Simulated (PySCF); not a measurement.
Multinuclear NMR of C2H9ClOSi3

Geometry:
```csv
atom,x (Å),y (Å),z (Å)
C1,-2.958,1.012,0.240
C2,-1.811,0.571,-0.256
Si3,-1.102,-1.165,-0.013
Cl4,-2.493,-2.265,1.000
Si5,0.890,-1.175,1.157
O6,1.870,-0.205,0.304
Si7,2.892,0.899,-0.289
H8,-3.310,2.021,0.091
H9,-3.603,0.369,0.818
H10,-1.198,1.260,-0.826
H11,-1.065,-1.774,-1.356
H12,1.588,-2.465,1.212
H13,0.842,-0.625,2.518
H14,4.066,0.167,-0.756
H15,2.168,1.554,-1.378
H16,3.217,1.830,0.790
```

PySCF 2.14.0 with density-fitted response routines calculation with GIAO PBE0/pcSseg-1 shieldings and GFN2-xTB structure; no solvent model, one conformer, no relativistic terms, rapidly exchanging positions averaged.

(1) Where does 29Si resonate?

(2) Predict the 17O NMR data.

Answers

(1) 
| atoms | environment | σ (ppm) | δ (ppm) |
| --- | --- | --- | --- |
| Si3 | silicon bonded to C, Cl, Si, H | 371.4 | -25.3 |
| Si5 | silicon bonded to O, Si, 2 H | 383.5 | -35.3 |
| Si7 | silicon bonded to O, 3 H | 390.9 | -41.3 |

Shieldings were converted by a linear fit to measured shifts: 29Si: δ = 279.94 − 0.822σ (rms 8.9 ppm, 72 shifts, 25.8 ppm with the 6 outliers that the fit left out vs TMS, solution or neat liquid). Occasional misses reach two or three times the rms, and more in compound classes unlike the fitted ones.

On a 600 MHz spectrometer 29Si resonates near 119.2 MHz, so 1 ppm is 119.2 Hz.

(2) 
| atoms | environment | σ (ppm) | δ (ppm) |
| --- | --- | --- | --- |
| O6 | oxygen bonded to 2 Si | 347.0 | -49.4 |

Shieldings were converted by a linear fit to measured shifts: 17O: δ = 266.70 − 0.911σ (rms 10.7 ppm, 155 shifts, 12.2 ppm with the 3 outliers that the fit left out vs liquid water, solution or neat liquid). A few per cent of atoms miss by over 2 rms, more outside the fitted compound classes.

On a 500 MHz spectrometer 17O resonates near 67.8 MHz, so 1 ppm is 67.8 Hz.
